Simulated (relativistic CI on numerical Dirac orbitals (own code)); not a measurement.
# Zr2+: L2,3 absorption edge

Computed with this model: Dirac-Coulomb-Breit CI, orbitals from a KLI potential per configuration, model QED, valence Slater integrals scaled by 0.7, multiplet model of core-to-valence dipole absorption; configurations [Kr] 4d2 → [He] 2s2 2p5 3s2 3p6 3d10 4s2 4p6 4d3; 80 K; Lorentzian 1.6 eV and Gaussian 0.5 eV FWHM. Energies are those of the free ion, without screening or charge transfer. The branching ratio is the share of the lower-energy edge in the whole absorption, uncertain by about 0.02 where the edges overlap. S is read from ⟨S²⟩ = S(S + 1).

Field parameters in Wybourne normalisation: Oh B⁴₀ = 21Dq, B⁴₄ = √(5/14) B⁴₀. The field is a parameter set, without covalency.

Peaks in eV (height, largest 100): 2224.0 (78), 2226.2 (100), 2310.5 (39).

Task: Which surroundings give this spectrum?
A. Oh, 10Dq = 4700 cm⁻¹
B. Oh, 10Dq = 28400 cm⁻¹
C. free ion
D. Oh, 10Dq = 22500 cm⁻¹

Result: D. Oh, 10Dq = 22500 cm⁻¹, where the ground state has S = 1.00.
